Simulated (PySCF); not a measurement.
A structure optimised at B3LYP-D3(BJ)/def2-SVP, used in a PySCF frequency run:

```xyz
10

C      1.1048    -1.9845     0.0000
C      0.4670    -0.8020     0.0000
Cl    -1.2869    -0.7829     0.0000
C      1.1705     0.4759     0.0000
C      0.7055     1.7332     0.0000
F     -0.5772     2.0801     0.0000
H      0.5566    -2.9269     0.0000
H      2.1967    -2.0150     0.0000
H      2.2608     0.3940     0.0000
H      1.3714     2.6013     0.0000
```

Task: Write its SMILES, formula and point group.

Result: C=C(Cl)/C=C\F, C₄H₄ClF, Cs

Task: What are its rotational constants (standard atomic weights)?

Result: 4.3485, 2.3243, 1.5147 GHz
